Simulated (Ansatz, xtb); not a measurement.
Relaxing a trial structure of CH5F2NSi

The starting geometry of this gas-phase singlet was built from a drawn formula by distance geometry and a force field; its bonds are those of `[CH2-][NH2+][SiH](F)F`.

```xyz
10

C    -2.6298   -0.6905   -2.2696
F    -0.7561   -0.6264    1.1486
F    -3.1373    0.3344    0.6635
N    -1.8532   -1.1518   -1.1506
Si   -1.6696    0.0467    0.1064
H    -2.1674   -0.3785   -3.1911
H    -3.7107   -0.7490   -2.2593
H    -2.3475   -1.9134   -0.6754
H    -0.9132   -1.4611   -1.4173
H    -1.0403    1.2196   -0.5171
```

**Question.** Where would you expect an optimisation with r2SCAN-D4/def2-SVP to take it?

**Answer.** It rearranges to `NC[SiH](F)F`. Contacts that open: N4–Si5 (1.75 → 2.71 Å). Contacts that close: C1–Si5 (2.67 → 1.86 Å).

The energy falls by 3.29 eV over 24 steps:

| step | E − E(last) (eV) |
| --- | --- |
| 1 | 3.291 |
| 4 | 1.687 |
| 6 | 1.086 |
| 9 | 0.390 |
| 11 | 0.199 |
| 14 | 0.096 |
| 16 | 0.052 |
| 19 | 0.007 |
| 21 | 0.000 |
| 24 | 0.000 |

Final geometry (Å):

```xyz
10

C    -1.9726   -0.5785   -1.6947
F    -0.4798    0.3669    0.5752
F    -3.0100   -0.1495    0.8737
N    -1.9646   -1.9841   -1.3039
Si   -1.9175    0.4666   -0.1545
H    -1.0598   -0.3495   -2.2758
H    -2.8248   -0.2461   -2.3346
H    -2.8029   -2.2051   -0.7670
H    -1.9692   -2.5928   -2.1212
H    -2.2238    1.9023   -0.3590
```

From the same start GFN2-xTB reaches the same bonding as this run.

No frequencies were run, so the end isn't proven a minimum. Run with Ansatz 0.2.0, 44 s on 2 threads of Arm Neoverse V2 (shared host).
